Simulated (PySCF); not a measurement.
**Computed properties of Ta(O)(OH)(NH2)2 (H5N2O2Ta), SMILES [NH2][Ta](=[O])([OH])[NH2], multiplicity 1**

Ta(O)(OH)(NH2)2 (H₅N₂O₂Ta), SMILES [Ta](=[O])([NH2])([OH])[NH2], multiplicity 1. Geometry optimised at PBE0-D3(BJ)/def2-SVP. The spin state was assumed, not searched. The def2 effective core potentials stand for the cores of Ta; spin–orbit coupling is left out. The values are those of a single conformer. All values are computed for the isolated molecule unless a solvent is named; none is compared with measurement here.

**Structure.** The optimised structure has Cs symmetry. All 24 harmonic modes at PBE0-D3(BJ)/def2-SVP (PySCF) are real, so it is a minimum. With heavy atoms numbered as in [Ta:1](=[O:2])([OH:3])([NH2:5])[NH2:8], the shortest bond between them is Ta1–O2 at 1.723 Å and the longest Ta1–N5 at 1.989 Å.

**Vibrations.** The strongest infrared lines (harmonic, unscaled, degenerate partners summed) lie at 3970 cm⁻¹ (229 km/mol, H 94 %), 463 cm⁻¹ (217 km/mol, H 74 %, O 24 %), 492 cm⁻¹ (216 km/mol, H 75 %, N 23 %). The softest mode is at 171 cm⁻¹ and the zero-point energy is 41.5 kcal/mol.

**Electronic structure.** r2SCAN/def2-TZVP (PySCF) places the frontier levels at -6.20 and -0.70 eV, a gap of 5.50 eV, and gives a dipole moment of 2.81 D and a mean polarisability of 60.6 bohr³. PBE/def2-TZVP (PySCF) at the same geometry gives -5.88 and -0.90 eV, so its gap is 0.52 eV narrower. An orbital gap is neither the optical nor the fundamental gap.

**Excitations.** TDDFT-PBE0/def2-SVPD (PySCF) has S1 at 5.69 eV (218 nm, f = 0.018, weak); the most intense of the 10 singlets computed lies at 6.49 eV (f = 0.07). T1 (TDA) is at 5.32 eV. TDDFT-PBE/def2-SVPD (PySCF) puts S1 at 5.04 eV. No vertical singlet excitation falls in the visible range (under 3.1 eV).
